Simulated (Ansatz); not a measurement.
Basis-set extrapolation for H6LiNSi2 (PBE0-D4/def2-TZVP geometry, frozen core, Ansatz). Multiplicity 1, RHF reference. For Li the program correlates outer-core shells too, which these sets cover unevenly, so the extrapolated numbers aren't a true limit.

```
                      def2-TZVPP   def2-QZVPP
                 HF  -643.370312  -643.393212
    MP2 correlation    -0.513209    -0.548842
CCSD(T) correlation    -0.580508      not run
```

Energies in hartree. Use E(X) = E(∞) + A·exp(−7.88·√X) for Hartree–Fock and E(X) = E(∞) + B·X^(−2.97) for correlation, with X = 3 and 4, and add CCSD(T) minus MP2 of the smaller set to the MP2 limit.

Question: What is the CCSD(T) energy at the basis-set limit?

Answer: HF limit: -643.393212 + (-0.022900) × 0.13774 = -643.39637. MP2 limit: -0.548842 + (-0.035633) × 0.74074 = -0.57524. Higher-order term: -0.580508 − (-0.513209) = -0.06730. Total: -644.03891 hartree, 231.3 kJ/mol below CCSD(T)/def2-TZVPP.
